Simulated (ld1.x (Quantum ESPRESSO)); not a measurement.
Ni, RRKJ: configuration errors across variants

| Property | Result |
| --- | --- |
| Element | nickel (Ni) |
| Generator | ld1.x (Quantum ESPRESSO) 7.5 |
| Type | norm-conserving RRKJ (Kleinman–Bylander form) |
| Functional | PBEsol |
| Relativity | scalar-relativistic |
| Frozen core | [Ne] 3s2 |
| Valence charge | 16 |
| Reference configuration | 3p6 3d8 4s2 4p0 |
| Partial waves | 4s (bound): rc 2.10 bohr; 3d (bound): rc 0.95 bohr; 3p (bound): rc 1.25 bohr |
| Local potential | the p channel |
| Core correction | a·sin(br)/r model core, default radius (core density twice the valence density) |
| rho0 | 0.001 |

All-electron excitation energies from the reference (eV): (1) 3p6 3d8 4s1 4p0 9.337; (2) 3p6 3d8 4s0 4p0 26.597; (3) 3p6 3d7 4s0 4p0 64.034; (4) 3p6 3d8 4s0 4p1 15.049; (5) 3p6 3d9 4s0 4p0 6.264; (6) 3p6 3d6 4s0 4p0 121.554; (7) 3p6 3d7 4s2 4p1 10.578.

A true bound ghost makes a file unfit for plane-wave use even where its test errors are small: the radial tests pick states by their node count and pass the ghost by.

Errors AE − PS in meV (a dash: test not solved or not reliable):

| change | (1) | (2) | (3) | (4) | (5) | (6) | (7) | bound ghosts |
| --- | --- | --- | --- | --- | --- | --- | --- | --- |
| base | -7.7 | -49 | +82 | -7.9 | -141 | +205 | -15 | s |
| wave 3p (bound): rc 1.25 bohr becomes 3p (bound): rc 0.80 bohr | -7.9 | -50 | +81 | -23 | -143 | +194 | -34 | s |
| wave 3p (bound): rc 1.25 bohr becomes 3p (bound): rc 0.94 bohr | -7.8 | -49 | +82 | -12 | -142 | +202 | -20 | s |
| wave 3p (bound): rc 1.25 bohr becomes 3p (bound): rc 1.10 bohr | -7.7 | -49 | +83 | +1.1 | -140 | +211 | -5.8 | s |
| wave 3p (bound): rc 1.25 bohr becomes 3p (bound): rc 1.30 bohr | -7.7 | -49 | +80 | -25 | -143 | +194 | -33 | s |
| wave 3p (bound): rc 1.25 bohr becomes 3p (bound): rc 1.46 bohr | -7.9 | -50 | +69 | -101 | -151 | +144 | -110 | s |
| wave 3p (bound): rc 1.25 bohr becomes 3p (bound): rc 1.54 bohr | -7.9 | -50 | +53 | -211 | -162 | +73 | -218 | s |
| wave 3p (bound): rc 1.25 bohr becomes 3p (bound): rc 1.74 bohr | -7.9 | -50 | +12 | -453 | -185 | -83 | -451 | s |

(1) Give the same row for: wave 3p (bound): rc 1.25 bohr becomes 3p (bound): rc 1.86 bohr.

## Answers

(1) -8.1, -50, -40, -718, -208, -251, -700; bound ghosts: s.
